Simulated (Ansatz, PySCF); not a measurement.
MoOCl3, SMILES [Cl][Mo+](=[O])([Cl])[Cl], charge +1, multiplicity 1.

Geometry optimised at PBE0-D3(BJ)/def2-SVP. The multiplicity is an assumed one; no other spin state was optimised. The isomer is the one that the SMILES or the coordinates give; other isomers of the formula were not compared. The def2 effective core potentials stand for the cores of Mo; spin–orbit coupling is left out.

Vertical ionisation energy (IE) and electron affinity (EA) in eV. Rows of orbital energies are one-electron estimates. Where ΔSCF, EOM or ADC give a negative EA the extra electron is unbound and the value depends on the basis.

```tsv
level	IE	EA
−ε(HOMO), −ε(LUMO), B3LYP/def2-TZVP (PySCF)	?	?
−ε(HOMO), −ε(LUMO), PBE/def2-TZVP (PySCF)	14.14	10.66
ΔSCF, CAM-B3LYP/def2-SVPD (Ansatz), final states of multiplicity 2 and 2	17.68	8.68
ΔSCF, PBE/def2-SVPD (Ansatz), final states of multiplicity 2 and 2	17.11	7.87
```

Task: Fill in the missing entries. (Estimate from the structure and the level; the computed values follow.)

Result: 
- −ε(HOMO), −ε(LUMO), B3LYP/def2-TZVP (PySCF), IE: 15.19
- −ε(HOMO), −ε(LUMO), B3LYP/def2-TZVP (PySCF), EA: 10.26

Task: What vertical singlet–triplet gap does ΔSCF give with CAM-B3LYP/def2-SVPD (Ansatz, a first-principles code) and with PBE/def2-SVPD (Ansatz)? (An estimate is asked for; the answer gives what the named calculation found.)

Result: 3.31 and 3.40 eV (triplet above singlet where positive).
